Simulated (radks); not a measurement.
Question: The mean radii <r> (bohr) of the occupied orbitals of an atom or ion are listed with their occupations. All-electron calculation, Dirac Kohn-Sham, PBE, spin-unpolarised, spherical densities, point nucleus. Program: a radial shooting solver on a logarithmic mesh with Libxc functionals.

orbital  occ.      <r>
1s1/2       2  0.05620
2s1/2       2   0.2543
2p1/2       2   0.2220
2p3/2       4   0.2250
3s1/2       2   0.6957
3p1/2       2   0.6960
3p3/2       3   0.7017

Name the element and its charge. Open shells, if any, fill j = l - 1/2 first.

Answer: Z = 27, cobalt, charge +10: Co10+ in [Ne] 3s2 3p5. The 1s radius gives Z: for a bare nucleus <r> = (2 gamma + 1)/(2Z) with gamma = sqrt(1 - (Z/c)^2), 0.05483 bohr for Z = 27, and screening makes it slightly larger (0.05620 here). The occupations add up to 17, and the charge is Z minus that.
